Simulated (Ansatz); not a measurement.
Reactions of `BrB1CC1`.

Isolated molecules relaxed with PBE0-D4/def2-TZVP in Ansatz; ΔE leaves out vibrations. CCSD(T)/CBS is the MP2 limit (def2-TZVPP, def2-QZVPP) plus CCSD(T) − MP2 in def2-TZVPP, frozen cores. This one scheme is used for every species, atoms too. Functionals use def2-TZVPP. B3LYP here is the variant with VWN-RPA as its local correlation; programs differ in this. No spin–orbit coupling; open shells (•) take unrestricted orbitals. Spin–orbit coupling would lower the free atoms: a little for B, C; clearly for Br. Bonds to Br, Ga are less sure, by a few kJ/mol each and by 10 to 20 or more in all where they break to atoms, as the def2 sets lack core-valence functions. Scalar relativity is left out up to krypton. Each species was taken in one conformer, which may not be the lowest.

| reaction | B3LYP-D4 (kcal/mol) |
| --- | --- |
| `BrB1CC1` + CH₄ → `CB1CC1` + HBr | 18.1 |
| `BrB1CC1` + `[CH3][GaH2]` → `[CH3][GaH][B]1CC1` + HBr | 15.2 |
| `BrB1CC1` + HCl → `ClB1CC1` + HBr | -2.1 |
| `BrB1CC1` + `[OH][AlH2]` → `[AlH2][O]B1CC1` + HBr | -13.1 |
| `BrB1CC1` + H–F → `FB1CC1` + HBr | -11.6 |
| `BrB1CC1` + H₂O → `OB1CC1` + HBr | -11.9 |
| `BrB1CC1` → B• + Br• + 2 C• + 4 H• | 727.0 |

Task: Give the CCSD(T)/CBS values in the same order. (Best estimate.)

Result: Ansatz gave: 18.7, 14.7, -0.8, -10.8, -8.4, -9.2, 724.8 kcal/mol.

Largest T1 diagnostic: 0.014, for B•.
